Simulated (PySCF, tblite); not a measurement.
Isomers of C7H7ClN (doublet state), one GFN2-xTB conformer each. Single-point energies are computed at B3LYP/pcH-1 (PySCF, gas phase, no added dispersion term), electronic only. GFN2-xTB treats the open shell by occupation alone, and not every SCF solution was tested for stability.

```tsv
SMILES	GFN2-xTB relative energy (kJ/mol)
N#C[CH]/C=C/C=C/CCl	0.0
C=C(C#N)[C@@]1(Cl)[CH]CC1	82.5
C=C/C=C/[C@@H](C#N)[CH]Cl	116.8
N#CC/C=C/C=[C]\CCl	136.9
N#CC/C=C/C=C/[CH]Cl	3.2
N#CC/C=[C]\C=C\CCl	91.9
C=C(C#N)C1(Cl)C[CH]C1	94.3
[H]/[C]=C(\C#N)C1(Cl)CCC1	128.0
```

Conformers: `[N:1]#[C:2][CH:3]/[CH:4]=[CH:5]/[CH:6]=[CH:7]/[CH2:8][Cl:9]` (doublet state) with C2–C3–C4–C5 180°, C4–C5–C6–C7 179°, C6–C7–C8–Cl9 -107°; `[CH2:1]=[C:2]([C:3]#[N:4])[C@@:5]1([Cl:6])[CH:7][CH2:8][CH2:9]1` (doublet state) with C1–C2–C5–Cl6 94°; `[CH2:1]=[CH:2]/[CH:3]=[CH:4]/[C@@H:5]([C:6]#[N:7])[CH:8][Cl:9]` (doublet state) with C1–C2–C3–C4 179°, C3–C4–C5–C6 140°, C4–C5–C8–Cl9 87°; `[N:1]#[C:2][CH2:3]/[CH:4]=[CH:5]/[CH:6]=[C:7]\[CH2:8][Cl:9]` (doublet state) with C2–C3–C4–C5 -123°, C4–C5–C6–C7 178°, C6–C7–C8–Cl9 -1°; `[N:1]#[C:2][CH2:3]/[CH:4]=[CH:5]/[CH:6]=[CH:7]/[CH:8][Cl:9]` (doublet state) with C2–C3–C4–C5 -120°, C4–C5–C6–C7 178°, C6–C7–C8–Cl9 180°; `[N:1]#[C:2][CH2:3]/[CH:4]=[C:5]\[CH:6]=[CH:7]\[CH2:8][Cl:9]` (doublet state) with C2–C3–C4–C5 122°, C6–C7–C8–Cl9 99°; `[CH2:1]=[C:2]([C:3]#[N:4])[C:5]1([Cl:6])[CH2:7][CH:8][CH2:9]1` (doublet state) with C1–C2–C5–Cl6 1°, C2–C5–C7–C8 -106°, C5–C7–C8–C9 -9°, C7–C8–C9–C5 9°, C2–C5–C9–C8 106°; `[H]/[C:1]=[C:2](\[C:3]#[N:4])[C:5]1([Cl:6])[CH2:7][CH2:8][CH2:9]1` (doublet state) with C1–C2–C5–Cl6 -113°, C2–C5–C7–C8 -106°, C5–C7–C8–C9 -11°, C7–C8–C9–C5 11°, C2–C5–C9–C8 106°.

Q: What does B3LYP/pcH-1 give for the same structures?

A: 
```
                   SMILES  B3LYP/pcH-1 E (Eh)  B3LYP/pcH-1 (kJ/mol)  GFN2-xTB (kJ/mol)  point group
      N#C[CH]/C=C/C=C/CCl          -785.86848                   0.0                0.0           C1
      N#CC/C=C/C=C/[CH]Cl          -785.85787                  27.9                3.2           C1
       N#CC/C=[C]\C=C\CCl          -785.82517                 113.7               91.9           C1
C=C/C=C/[C@@H](C#N)[CH]Cl          -785.81712                 134.9              116.8           C1
       N#CC/C=C/C=[C]\CCl          -785.80879                 156.7              136.9           C1
C=C(C#N)[C@@]1(Cl)[CH]CC1          -785.80764                 159.7               82.5           C1
    C=C(C#N)C1(Cl)C[CH]C1          -785.80304                 171.8               94.3            –
[H]/[C]=C(\C#N)C1(Cl)CCC1          -785.78353                 223.0              128.0           C1
```

Both levels put the same isomer lowest; measured from each level's own lowest isomer, the values differ by up to 95.0 kJ/mol ([H]/[C]=C(\C#N)C1(Cl)CCC1: 128.0 against 223.0). As drawn, the highest has a four-membered ring, which the lowest lacks. Neighbours under 21 kJ/mol apart (N#CC/C=C/C=[C]\CCl and C=C(C#N)[C@@]1(Cl)[CH]CC1; C=C(C#N)[C@@]1(Cl)[CH]CC1 and C=C(C#N)C1(Cl)C[CH]C1) can change places with a better method, another conformer or zero-point energy.

Q: What happens when harmonic zero-point energies from GFN2-xTB frequencies are added?

A: 
```tsv
SMILES	ZPE (kJ/mol)	electronic (kJ/mol)	with ZPE (kJ/mol)
N#C[CH]/C=C/C=C/CCl	303.3	0.0	0.0
N#CC/C=C/C=C/[CH]Cl	303.0	27.9	27.6
N#CC/C=[C]\C=C\CCl	300.7	113.7	111.2
C=C/C=C/[C@@H](C#N)[CH]Cl	300.1	134.9	131.7
N#CC/C=C/C=[C]\CCl	299.8	156.7	153.3
C=C(C#N)[C@@]1(Cl)[CH]CC1	303.5	159.7	160.0
C=C(C#N)C1(Cl)C[CH]C1	302.3	171.8	170.8
[H]/[C]=C(\C#N)C1(Cl)CCC1	307.1	223.0	226.9
```

The zero-point energies span 7.3 kJ/mol. The order is unchanged.
